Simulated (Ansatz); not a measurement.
Molecule: CH3AlF2O, net charge 0, singlet state. SMILES: [Al]([F])([O]C)[F]
Coordinates optimised at B3LYP-D3(BJ)/def2-TZVP (Ansatz, a program for electronic structure):
```xyz
8

C     -2.1849    -0.2097    -0.8194
O     -1.1438     0.3435    -0.0417
Al     0.4796     0.0618     0.1933
F      1.3230     0.9991     1.2412
F      1.2820    -1.1370    -0.5957
H     -2.5964     0.5595    -1.4766
H     -2.9817    -0.5639    -0.1617
H     -1.8420    -1.0468    -1.4341
```
Charge 0, spin multiplicity 1.

PBE beside other levels, property by property. Correlated levels leave the core frozen unless marked. UHF or UKS for open shells. No spin-orbit coupling. Non-relativistic. CBS marks a two-point X^-3 extrapolation of the correlation energy; Hartree-Fock from the larger set. The bracket is a focal-point correction in the basis named. Atomisation energies are electronic, to ground-state atoms; the column to compare with has the core term from cc-pwCVTZ added, other frozen-core levels have none. Vertical energies are electronic, to the SCF solution reached for that spin. The coupled-cluster column (Ansatz) is a level with limits of its own: (a) RI-MP2/CBS(aug-cc-pV(T+d)Z,aug-cc-pV(Q+d)Z)+[CCSD(T)-MP2]/aug-cc-pV(T+d)Z; (b) CCSD(T)/CBS(aug-cc-pV(T+d)Z,aug-cc-pV(Q+d)Z).

```
property                                        r2SCAN-D4/def2-TZVPD (Ansatz + dftd4)  B3LYP-D3(BJ)/def2-TZVPD (Ansatz + dftd3)  B2PLYP/def2-TZVPD (Ansatz)  coupled cluster
----------------------------------------------  -------------------------------------  ----------------------------------------  --------------------------  ---------------
vertical ionisation energy to the doublet (eV)                                  11.13                                     11.33                       11.43        11.67 (a)
vertical triplet-singlet gap (eV)                                                6.02                                      6.12                        6.41         6.67 (a)
atomisation energy (kcal/mol)                                                   786.3                                     779.5                       777.5        792.9 (b)
```

Question: What does PBE/def2-TZVPD (Ansatz) give for each property, and on which side of coupled cluster does it fall?

Answer: 
- vertical ionisation energy to the doublet: PBE lies 0.66 eV below coupled cluster; PBE gives 11.01 eV.
- vertical triplet-singlet gap: PBE lies 0.90 eV below coupled cluster; PBE gives 5.77 eV.
- atomisation energy: PBE lies 1.6 kcal/mol below coupled cluster; PBE gives 791.3 kcal/mol.
